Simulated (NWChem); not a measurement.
# TaI₅; SMILES [I][Ta]([I])([I])([I])[I]

```xyz
6

Ta     0.0000     0.0000     0.0000
I      1.8805     1.8805     0.0000
I      0.0000     0.0000     2.7134
I      0.0000     0.0000    -2.7134
I      0.6883    -2.5689     0.0000
I     -2.5689     0.6883     0.0000
```
Atoms are numbered in this order, from 1.

Results from NWChem. Medium grid unless said otherwise, to which SCAN and Minnesota functionals are sensitive. All runs use the structure optimised with PBE0/def2-SVP. Not confirmed as a minimum by frequencies. def2 effective core potentials on I, Ta; no spin-orbit coupling. Total energies of different functionals are on different scales.

| level | energy (Ha) | highest occupied level (eV) | orbital gap (eV) |
|---|---|---|---|
| B3LYP/def2-SVP | -1546.2357 | -7.01 | 2.94 |
| PBE/def2-SVP | -1545.7412 | -6.22 | 1.74 |
| RPBE/def2-SVP | -1546.1108 | -6.16 | 1.76 |
| M05-2X/def2-SVP | -1545.4653 | -8.75 | 5.24 |
| BLYP/def2-SVP | -1545.4578 | -5.96 | 1.71 |
| BP86/def2-SVP | -1546.5392 | -6.34 | 1.73 |
| B97-2/def2-SVP | -1547.3429 | -7.07 | 3.02 |
| HCTH/407/def2-SVP | -1549.5887 | -6.27 | 1.73 |
| PBE0/def2-SVP | -1545.8124 | … | … |
| MN15-L/def2-SVP | -1540.5765 | -6.44 | 1.98 |

Q: Complete the blanks.

A: 
- PBE0/def2-SVP, highest occupied level (eV): -7.31
- PBE0/def2-SVP, orbital gap (eV): 3.28
